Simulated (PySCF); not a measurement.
A GIAO shielding run with PySCF (density fitting, non-relativistic, gas phase) on SMILES C(C)#C[Si@@H](F)S[SiH2]F, C$_{3}$H$_{6}$F$_{2}$SSi$_{2}$:

```
$ OMP_NUM_THREADS=1 python probes_run.py task.json out

{"job": {"kind": "nmr", "xc": "PBE0", "basis": "pcSseg-1"}, "charge": 0, "multiplicity": 1}
C      2.101252    -1.257295     1.978295
C      1.538605    -0.757847     0.749019
C      1.069638    -0.356426    -0.287631
Si     0.342692     0.339604    -1.821036
F     -0.605695    -0.806775    -2.446052
S     -0.899202     2.039961    -1.362446
Si    -2.559980     1.109367    -0.402287
F     -3.475304     2.320422     0.108527
H      2.553407    -0.438144     2.536776
H      1.320900    -1.713947     2.586481
H      2.864256    -2.004211     1.760879
H      1.254961     0.751452    -2.861277
H     -2.136818     0.399684     0.788108
H     -3.369389     0.373681    -1.349520
```

Hardware: 1 thread of an Intel Xeon, shared host. The job also computes population analyses, field gradients.

(1) How large is the calculation?

(2) How long does it take, and how much memory does it need?

## Answers

(1) 86 electrons, 187 basis functions and 1042 auxiliary functions.

(2) 77 s of wall time, with 14 SCF cycles and 5 response iterations; peak memory 0.83 GiB. Times on a shared host scatter by some tens of per cent.
